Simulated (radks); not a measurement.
Zr IV, configuration [Kr] 5s1 (not the ground configuration). All-electron calculation, Dirac Kohn-Sham, revPBE, spin-unpolarised, spherical densities, finite nucleus; Fermi nuclear charge, rms radius 4.2694 fm. Program: a radial shooting solver on a logarithmic mesh with Libxc functionals. Some entries of the table are withheld. Estimate them.

orbital  occ.  eigenvalue (eV)  <r^2> (bohr^2)  r(max) (bohr)
1s1/2       2        -17849.95        0.001852        0.02413
2s1/2       2        -2501.078         0.03110            (1)
2p1/2       2        -2291.934         0.02360         0.1070
2p3/2       4        -2206.092         0.02499         0.1106
3s1/2       2        -436.9722          0.2407         0.4083
3p1/2       2        -359.1493          0.2412         0.3962
3p3/2       4        -345.4730          0.2522         0.4053
3d3/2       4        -208.4407          0.2450         0.3458
3d5/2       6        -205.9402          0.2487         0.3485
4s1/2       2         -85.4831             (2)          1.073
4p1/2       2         -64.1375             (3)          1.151
4p3/2       4         -62.2476             (4)          1.174
5s1/2       1         -25.8256           9.177          2.647

Answer. 
(1) 2s1/2 r(max) (bohr): 0.1371
(2) 4s1/2 <r^2> (bohr^2): 1.611
(3) 4p1/2 <r^2> (bohr^2): 1.946
(4) 4p3/2 <r^2> (bohr^2): 2.025
